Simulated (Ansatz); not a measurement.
Harmonic frequencies (cm⁻¹) at PBE0-D4/def2-TZVP from Ansatz: 43, 81, 86, 97, 156, 192, 246, 449, 513, 566, 572, 630, 654, 1111, 1122, 1177, 1177, 1194, 1194, 1475, 1477, 1491, 1493, 1496, 1498, 1965, 1981, 2986, 2987, 3042, 3042, 3088, 3088.

Each molecule was computed in one conformer, which needn't be the lowest.

Task: Which molecule is it?
A. `C[S][SnH2][CH3]`
B. `C[O][SnH]([NH2])[F]`
C. `C[O][SnH2][O]C`
D. `C[NH][SnH2][F]`

Result: C.
